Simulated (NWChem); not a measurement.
System: CH₆BeSi; SMILES [CH3][Be][SiH3]

```xyz
9

Be     0.0000     0.0000     0.7465
C      0.0000     0.0000     2.4258
H      0.4351    -0.9207     2.8408
H     -1.0149     0.0835     2.8408
H      0.5798     0.8372     2.8408
Si     0.0000     0.0000    -1.4438
H     -1.3284     0.3729    -2.0218
H      0.3413    -1.3369    -2.0218
H      0.9872     0.9640    -2.0218
```
Atoms are numbered in this order, from 1.

Program: NWChem. Coordinates come from a B3LYP/6-31G* (spherical d) optimisation. Ions are spin-unrestricted doublets at the neutral geometry; other ion states weren't tried.

**Question.** Estimate the computed values for B3LYP/def2-SVP. Quantities: vertical ionisation energy, ΔSCF (eV); −ε(HOMO) (eV).

**Answer.** 
```yaml
vertical ionisation energy, ΔSCF (eV): 9.89
"−ε(HOMO) (eV)": 7.50
```
